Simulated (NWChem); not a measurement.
ZnHBr; SMILES [ZnH][Br]

```xyz
3

Zn     0.0000     0.0000    -1.1458
H      0.0000     0.0000    -2.6751
Br     0.0000     0.0000     1.1051
```
Atoms are numbered in this order, from 1.

Coordinates come from a PBE-D3(BJ)/def2-SVP optimisation. B3LYP is NWChem's, with the RPA form of VWN correlation.

List the 4 lowest vertical singlet excitations from B3LYP/def2-SVP, TDA (NWChem).


| state | energy (eV) | oscillator strength | leading excitation (squared amplitude) |
|---|---|---|---|
| S1 | 6.08 | 0.020 | HOMO → LUMO (1.00) |
| S2 | 6.08 | 0.020 | HOMO−1 → LUMO (1.00) |
| S3 | 7.15 | 0.000 | HOMO → LUMO+1 (0.50) |
| S4 | 7.21 | 0.000 | HOMO−1 → LUMO+1 (0.50) |
